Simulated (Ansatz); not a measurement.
Cartesian coordinates in Å:
```
C -1.518 0.637 0.197
Si -0.069 -0.501 0.367
N 1.495 0.296 0.538
C 1.994 -0.175 -0.529
Se 0.831 -1.342 -1.586
H -1.329 1.386 -0.573
H -2.416 0.075 -0.072
H -1.705 1.146 1.147
H -0.289 -1.538 1.405
H 3.006 0.018 -0.894
```

Charge 0, multiplicity 1.

Question: List the r2SCAN/def2-TZVPP orbital energies in eV (Ansatz). (Best estimate.)

Answer: The calculation gave: Occupied: -12333.97, -1792.01, -1574.62, -1411.87, -1411.84, -1411.80, -385.07, -275.55, -273.17, -210.74, -154.19, -154.10, -153.96, -142.35, -97.27, -97.20, -97.16, -54.55, -54.54, -54.42, -54.36, -54.34, -24.36, -18.78, -18.17, -15.47, -12.32, -11.09, -11.03, -10.81, -10.13, -9.88, -8.35, -7.69, -6.24, -6.04. Lowest empty: -1.66, -1.18, -0.31, 1.00, 1.59, 1.86, 2.31, 2.61.
